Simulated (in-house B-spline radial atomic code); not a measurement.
**Binding energies in neutral thallium**

NIST's tabulated ground configuration is [Xe] 4f14 5d10 6s2 6p1; each binding energy is the energy of the ion with one electron taken from that subshell, relaxed, less that of the parent. Method: Dirac-Kohn-Sham PBE0, spherical fractional occupations, Fermi nucleus of rms radius 5.4759 fm. Calculated with a B-spline radial code for spherical atoms. Energies include first-order Breit, QED and recoil terms.

Caution: exact exchange at fractional occupations of open shells leaves self-interaction of up to several eV.

| subshell | X-ray name | binding energy (eV) | -ε (eV) | relaxation (eV) |
| --- | --- | --- | --- | --- |
| 1s | K | 85728.1 | 85600.0 | -549.4 |
| 2s | L1 | 15304.5 | 15269.6 | -94.9 |
| 2p1/2 | L2 | 14721.2 | 14654.1 | -125.1 |
| 2p3/2 | L3 | 12665.6 | 12587.8 | -113.6 |
| 3s | M1 | 3675.2 | 3662.4 | -25.2 |
| 3p1/2 | M2 | 3400.2 | 3384.3 | -27.5 |
| 3p3/2 | M3 | 2944.6 | 2923.4 | -27.9 |
| 3d3/2 | M4 | 2494.5 | 2464.6 | -34.3 |
| 3d5/2 | M5 | 2398.1 | 2366.4 | -34.5 |
| 4s | N1 | 835.6 | 827.3 | -11.0 |
| 4p1/2 | N2 | 715.7 | 707.1 | -11.0 |
| 4p3/2 | N3 | 605.4 | 594.7 | -11.9 |
| 4d3/2 | N4 | 409.4 | 398.1 | -11.8 |
| 4d5/2 | N5 | 389 | 377.1 | -12.1 |
| 5s | O1 | 142.2 | 136.6 | -6.1 |
| 4f5/2 | N6 | 135 | 122.9 | -11.8 |
| 4f7/2 | N7 | 130.7 | 118.3 | -12.0 |
| 5p1/2 | O2 | 101.2 | 95.7 | -5.8 |
| 5p3/2 | O3 | 81.41 | 75.33 | -6.20 |
| 5d3/2 | O4 | 24.42 | 19.10 | -5.30 |
| 5d5/2 | O5 | 22.29 | 16.86 | -5.38 |
| 6s | P1 | 13.88 | 10.59 | -3.33 |
| 6p | - | 4.68 | 2.09 | -2.59 |

Relaxation = -ε minus the binding energy without Breit, QED and recoil terms. With a density functional, K lines can miss by some tenths of a per cent, more in light atoms. For a density functional the relaxation so defined is negative, because -ε of a Kohn-Sham level is smaller than the binding energy.

Emission lines follow as differences of binding energies, with λ = 12398.42 eV·Å / E:

```
 line          holes  energy (eV)  wavelength (Å)
 K-L3     1s → 2p3/2      73062.5          0.1697
 K-L2     1s → 2p1/2      71006.9         0.17461
 K-M3     1s → 3p3/2      82783.5         0.14977
L3-M5  2p3/2 → 3d5/2      10267.5          1.2075
L2-M4  2p1/2 → 3d3/2      12226.7           1.014
L1-M3     2s → 3p3/2      12359.9          1.0031
L3-M1     2p3/2 → 3s       8990.4          1.3791
L2-N4  2p1/2 → 4d3/2      14311.8         0.86631
M5-N7  3d5/2 → 4f7/2       2267.4          5.4681
M4-N6  3d3/2 → 4f5/2       2359.5          5.2547
```

What screening constant σ does Moseley's law, E = (3/4)·13.6057 eV·(Z - σ)², need for K-L3?

σ = -3.62.

Moseley's non-relativistic formula needs a falling, then negative, screening constant for heavy elements, because relativity binds the 1s electron more strongly than the formula allows.

What does it cost to remove both a 4p1/2 and a 5p1/2 electron?

834.9 eV, which is 18.04 eV more than the two single binding energies together.

What does it cost to remove both a 4d5/2 and a 5d5/2 electron?

425.73 eV, which is 14.44 eV more than the two single binding energies together.

What does it cost to remove both a 3p3/2 and a 4f7/2 electron?

3107.5 eV, which is 32.26 eV more than the two single binding energies together.
